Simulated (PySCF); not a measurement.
**Spin-rotation constants: `N#C[C@@H]1C[C@H](C=O)C[SiH2]1`, C₆H₉NOSi**

Geometry (Å), atoms numbered from 1 in this order:
```xyz
18

N     2.3125    1.7841    1.3200
C     1.8548    0.8367    0.8683
C     1.2997   -0.3392    0.2773
C     0.7236   -0.0408   -1.1161
C    -0.7797    0.2680   -0.9727
C    -0.8652    1.5327   -0.1750
O    -0.9035    1.5311    1.0250
C    -1.3956   -0.8622   -0.1518
Si   -0.1782   -1.0634    1.3012
H     2.1123   -1.0663    0.2027
H     0.8299   -0.9235   -1.7495
H     1.2477    0.7889   -1.5976
H    -1.2384    0.3975   -1.9568
H    -0.8465    2.4763   -0.7473
H    -1.4507   -1.7670   -0.7558
H    -2.4090   -0.6081    0.1503
H    -0.4457   -0.4431    2.5839
H     0.1231   -2.4954    1.4822
```

The calculation used GIAO HF/pcSseg-1 magnetisability, rotational g tensor and spin-rotation constants, non-relativistic, gas phase in PySCF. Geometry: GFN2-xTB.

(1) Give the nuclear spin-rotation constants along the inertial axes (H = +C I·J) beside the isotropic shieldings.

## Answers

(1) Rotational constants 1.9645, 1.4215, 1.2562 GHz. A star marks the isotopologue with that one atom substituted, in its own axes.
```
atom  isotope  Caa (kHz)  Cbb (kHz)  Ccc (kHz)  mean (kHz)  σ (ppm)
  N1      14N      0.163      0.273      0.254       0.230    -34.8
 H10       1H     -0.207     -0.048     -0.090      -0.115     30.5
 H11       1H     -0.177     -0.116     -0.045      -0.113     30.6
 H12       1H     -0.127     -0.081     -0.097      -0.101     30.1
 H13       1H     -0.133     -0.094     -0.064      -0.097     29.2
 H14       1H     -0.159      0.132     -0.096      -0.041     22.4
 H15       1H     -0.126     -0.136     -0.086      -0.116     31.8
 H16       1H     -0.122     -0.130     -0.080      -0.111     31.3
 H17       1H     -0.163     -0.131      0.046      -0.082     27.4
 H18       1H     -0.167      0.040     -0.112      -0.080     28.1
  C2     13C*      0.247      0.553      0.501       0.434     60.8
  C3     13C*      0.215      0.144      0.134       0.164    191.5
  C4     13C*      0.270      0.221      0.192       0.228    163.1
  C5     13C*      0.314      0.233      0.246       0.265    147.0
  C6     13C*      0.582      0.785      0.540       0.636    -20.5
  O7     17O*     -0.420     -0.951     -1.160      -0.844   -337.3
  C8     13C*      0.245      0.177      0.147       0.190    181.1
 Si9    29Si*     -1.011     -0.849     -0.692      -0.851    413.3
```
For the geometry as given, no vibrational averaging.
